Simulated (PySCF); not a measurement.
Ionisation energy of Tc⁺ by level of theory

Tc⁺ [Kr] 4d5 5s1 (7S) → Tc²⁺ [Kr] 4d5 (6S), as a difference of total energies. Calculation: PySCF 2.14, in cc-pVDZ-PP with ECP28MDF; scalar relativity through the core potential. Correlated levels: valence: 4s2 4p6 frozen. The calculations carry no spin-orbit coupling.

```
           method  ionisation energy (eV)  difference from reference (eV)
              UHF                  14.204                          -1.056
              PBE                  15.621                          +0.361
            B3LYP                  15.379                          +0.119
    MP2 (valence)                  14.654                          -0.606
SCS-MP2 (valence)                  14.354                          -0.906
```

Reference: 15.26 eV (semi-empirical (NIST evaluation); NIST Atomic Spectra Database, ionization energies).

Errors of the correlated levels include the incompleteness of this basis and the frozen core.
